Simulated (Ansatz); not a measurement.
```yaml
crystal:
  periodic: [false, false, false]
  atoms:
    - {symbol: P, position_ang: [-0.424936, 0.748968, 0.846652]}
    - {symbol: P, position_ang: [0.980789, -0.684399, 0.421648]}
    - {symbol: As, position_ang: [-0.555853, -0.064559, -1.268301]}
basis:
  gaussian: {orbitals: def2-mTZVPP}
magnetization: {spin_polarized: true, initial_magnetization: 1}
hamiltonian: {xc: {name: PBE-QIDH}}
scf: {omitted_lower_state_checks: [starts]}
output: {forces: true}
```

```sh
$ ansatz run in.yaml --threads 4 --pin off --events-out ev --progress --plain --max-ram 3916MiB
```

Shortened log:

```
Functional definition: PBE-QIDH
879 factors; integrals over basis functions are off by at most 5.8e-4 eV
mean field evaluation 1: about -79384.8424 eV, gradient 5.1e0 eV
mean field evaluation 2: about -79384.8427 eV, gradient 5.1e0 eV
mean field evaluation 4: about -79385.2001 eV, gradient 2.0e0 eV
mean field evaluation 8: about -79385.2972 eV, gradient 3.0e-1 eV
mean field evaluation 16: about -79385.3196 eV, gradient 1.2e-2 eV
mean field -79385.31958335 eV, -2917.3566853857 hartree, gradient 7.9e-6 eV, S^2 0.970165; 0 other end points of the search recorded, 0 dependent functions left out
19 core orbitals not correlated: weight in the atoms' cores, before any rotation towards them, 1.000 or more for the frozen orbitals, at most 0.000 for the correlated occupied ones
reference -79385.31959245 eV, -2917.3566857204 hartree; 13, 12 occupied and 58, 59 virtual orbitals, 879 factors
second order -13.68907098 eV of doubles, -0.00000000 eV of singles
mean field evaluation 32: about -79385.3196 eV, gradient 7.9e-6 eV
Total energy: -79389.88261611 eV, -2917.5243737469 hartree
Atom 0 at    -0.424936     0.748968     0.846652 Å, force     0.435474    -0.562793    -0.401840 eV/Å
Atom 1 at     0.980789    -0.684399     0.421648 Å, force    -0.599957     0.520503    -0.026214 eV/Å
Atom 2 at    -0.555853    -0.064559    -1.268301 Å, force     0.164483     0.042291     0.428054 eV/Å
Dipole moment:    -0.037939     0.041535     0.017955 e Å
Checks for a lower state left out: starts
```

Run time 5.5 s (4 threads of Arm Neoverse V1 on a shared host).

Correlated methods freeze 19 core orbitals; core or outer-core shells of As are correlated, in sets that lack core-valence functions. The charge 0 doublet is spin-contaminated (final ⟨S²⟩ up to 0.97, 0.75 for a pure state).
